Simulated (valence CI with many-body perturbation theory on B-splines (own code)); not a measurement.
Forbidden lines of I XXXIII

Computed by relativistic CI+MBPT: three valence electrons over a frozen Dirac-Fock core [Ar], a basis of 9 s, 9 p, 10 d, 8 f, 5 g, 3 h, 1 i functions for each j, with the one-electron correlation potential Σ1 (screened to all orders), the two-electron term Σ2, the three-electron term Σ3, Breit, model QED; selected single and double excitations, second order for the rest (own B-spline code, finite nucleus).

No measured spectrum was set against this ion. As an estimate, large intervals hold to a few tenths of a per cent, small ones and those within an open d or f shell to about a per cent. Only levels of the ground parity were solved; by the run's estimate the other parity begins above the list, which can be wrong where configurations are misplaced.

Lines 1 to 50 of 67 in falling wavelength, among levels below 63.313 eV, chosen from the decays that carry over 1 % of a level's rate. Wavelengths and rates use the calculated energies. S is in atomic units (e²a₀⁴ for E2 and M2, e²a₀⁶ for E3), for M1 in squared Bohr magnetons. Weak lines are less certain than strong ones. Lines between different terms over intervals too small for the method are left out, as are lines whose strength nearly cancels. The highest levels of a list are the least certain.

Levels are named by their leading jj configuration (3d3/2^4 stands for four electrons in 3d with j = 3/2), which in mixed levels can hold well under half, so a name can repeat and another be missing. Letters in brackets count levels of one name in rising energy.

```csv
λ vac (nm),Upper,Lower,Type,A (s⁻¹),S (a.u.)
713.8,(3d3/2^2 3d5/2) J=9/2,(3d3/2^2 3d5/2) J=7/2,M1,3.39e+01,4.56e+00
472.3,(3d3/2^2 3d5/2) J=1/2,(3d3/2^2 3d5/2) J=3/2,M1,2.34e+02,1.83e+00
244.4,(3d3/2^2 3d5/2) J=7/2,(3d3/2^2 3d5/2) J=5/2 [a],M1,1.77e+03,7.65e+00
229.2,(3d3/2^2 3d5/2) J=3/2,(3d3/2^2 3d5/2) J=5/2 [a],M1,6.56e+02,1.17e+00
222.3,(3d3/2 3d5/2^2) J=5/2 [a],(3d3/2 3d5/2^2) J=3/2 [a],M1,6.33e+02,1.55e+00
187.8,(3d3/2 3d5/2^2) J=11/2,(3d3/2 3d5/2^2) J=9/2,M1,9.19e+02,2.71e+00
156.3,(3d3/2 3d5/2^2) J=5/2 [b],(3d3/2 3d5/2^2) J=3/2 [a],M1,4.96e+02,4.22e-01
139.9,(3d5/2^3) J=9/2,(3d3/2 3d5/2^2) J=11/2,M1,1.24e+03,1.26e+00
126.2,(3d3/2^2 3d5/2) J=5/2 [a],(3d3/2^3) J=3/2,M1,1.58e+04,7.08e+00
117.1,(3d3/2 3d5/2^2) J=5/2 [a],(3d3/2 3d5/2^2) J=7/2 [a],M1,9.54e+02,3.41e-01
107.9,(3d3/2 3d5/2^2) J=9/2,(3d3/2^2 3d5/2) J=9/2,M1,1.38e+04,6.40e+00
106.5,(3d3/2 3d5/2^2) J=7/2 [a],(3d3/2^2 3d5/2) J=7/2,M1,8.35e+03,2.99e+00
104.4,(3d3/2 3d5/2^2) J=3/2 [b],(3d5/2^3) J=3/2,M1,1.45e+03,2.45e-01
103.9,(3d3/2^2 3d5/2) J=5/2 [b],(3d3/2^2 3d5/2) J=3/2,M1,7.43e+03,1.86e+00
101.1,(3d3/2^2 3d5/2) J=5/2 [b],(3d3/2^2 3d5/2) J=7/2,M1,8.70e+02,2.00e-01
100.7,(3d3/2 3d5/2^2) J=5/2 [b],(3d3/2^2 3d5/2) J=5/2 [b],M1,9.55e+03,2.17e+00
95.84,(3d3/2 3d5/2^2) J=5/2 [b],(3d3/2 3d5/2^2) J=7/2 [a],M1,5.56e+02,1.09e-01
95.74,(3d5/2^3) J=3/2,(3d3/2 3d5/2^2) J=1/2,M1,8.46e+03,1.10e+00
93.73,(3d3/2 3d5/2^2) J=9/2,(3d3/2^2 3d5/2) J=7/2,M1,1.02e+04,3.12e+00
90.56,(3d3/2 3d5/2^2) J=3/2 [a],(3d3/2^2 3d5/2) J=1/2,M1,6.12e+03,6.75e-01
87.82,(3d3/2 3d5/2^2) J=7/2 [b],(3d3/2^2 3d5/2) J=5/2 [b],M1,6.97e+02,1.40e-01
85.18,(3d5/2^3) J=3/2,(3d3/2 3d5/2^2) J=3/2 [a],M1,1.48e+04,1.36e+00
84.14,(3d3/2 3d5/2^2) J=7/2 [b],(3d3/2 3d5/2^2) J=7/2 [a],M1,2.90e+03,5.13e-01
83.88,(3d5/2^3) J=5/2,(3d5/2^3) J=3/2,M1,1.94e+03,2.55e-01
81.39,(3d3/2^2 3d5/2) J=3/2,(3d3/2^3) J=3/2,M1,1.68e+04,1.34e+00
81.05,(3d3/2 3d5/2^2) J=1/2,(3d3/2^2 3d5/2) J=1/2,M1,3.44e+04,1.36e+00
80.16,(3d5/2^3) J=9/2,(3d3/2 3d5/2^2) J=9/2,M1,2.48e+04,4.73e+00
75.99,(3d3/2 3d5/2^2) J=3/2 [a],(3d3/2^2 3d5/2) J=3/2,M1,3.56e+04,2.32e+00
74.16,(3d3/2 3d5/2^2) J=7/2 [a],(3d3/2^2 3d5/2) J=5/2 [a],M1,3.29e+04,3.98e+00
72.71,(3d5/2^3) J=9/2,(3d3/2 3d5/2^2) J=7/2 [a],M1,3.04e+04,4.33e+00
71.51,(3d3/2^2 3d5/2) J=5/2 [b],(3d3/2^2 3d5/2) J=5/2 [a],M1,1.44e+03,1.17e-01
69.43,(3d3/2^2 3d5/2) J=1/2,(3d3/2^3) J=3/2,M1,5.50e+03,1.36e-01
69.18,(3d3/2 3d5/2^2) J=1/2,(3d3/2^2 3d5/2) J=3/2,M1,1.20e+03,2.95e-02
68.52,(3d3/2 3d5/2^2) J=11/2,(3d3/2^2 3d5/2) J=9/2,M1,1.05e+04,1.50e+00
67.02,(3d3/2 3d5/2^2) J=3/2 [b],(3d3/2 3d5/2^2) J=5/2 [b],M1,4.83e+03,2.16e-01
65.45,(3d5/2^3) J=3/2,(3d3/2^2 3d5/2) J=5/2 [b],M1,2.11e+04,8.78e-01
63.23,(3d5/2^3) J=5/2,(3d3/2 3d5/2^2) J=7/2 [b],M1,1.21e+04,6.82e-01
59.46,(3d3/2 3d5/2^2) J=3/2 [b],(3d3/2 3d5/2^2) J=5/2 [a],M1,2.57e+04,8.01e-01
57.92,(3d5/2^3) J=5/2,(3d3/2 3d5/2^2) J=5/2 [b],M1,3.51e+04,1.52e+00
57.07,(3d3/2 3d5/2^2) J=3/2 [a],(3d3/2^2 3d5/2) J=5/2 [a],M1,2.20e+04,6.07e-01
56.63,(3d3/2 3d5/2^2) J=5/2 [a],(3d3/2^2 3d5/2) J=3/2,M1,7.46e+03,3.01e-01
55.78,(3d3/2 3d5/2^2) J=5/2 [a],(3d3/2^2 3d5/2) J=7/2,M1,1.31e+04,5.04e-01
51.14,(3d3/2 3d5/2^2) J=5/2 [b],(3d3/2^2 3d5/2) J=3/2,M1,5.34e+03,1.59e-01
50.44,(3d3/2 3d5/2^2) J=5/2 [b],(3d3/2^2 3d5/2) J=7/2,M1,3.93e+03,1.12e-01
50.31,(3d3/2 3d5/2^2) J=7/2 [b],(3d3/2^2 3d5/2) J=9/2,M1,8.52e+03,3.22e-01
49.94,(3d3/2 3d5/2^2) J=3/2 [b],(3d3/2 3d5/2^2) J=1/2,M1,6.73e+03,1.24e-01
47.00,(3d3/2 3d5/2^2) J=7/2 [b],(3d3/2^2 3d5/2) J=7/2,M1,4.40e+03,1.36e-01
46.91,(3d3/2 3d5/2^2) J=3/2 [b],(3d3/2 3d5/2^2) J=3/2 [a],M1,1.27e+04,1.94e-01
45.65,(3d3/2^2 3d5/2) J=5/2 [b],(3d3/2^3) J=3/2,M1,1.34e+03,2.83e-02
45.41,(3d3/2 3d5/2^2) J=5/2 [a],(3d3/2^2 3d5/2) J=5/2 [a],M1,3.72e+03,7.74e-02
```
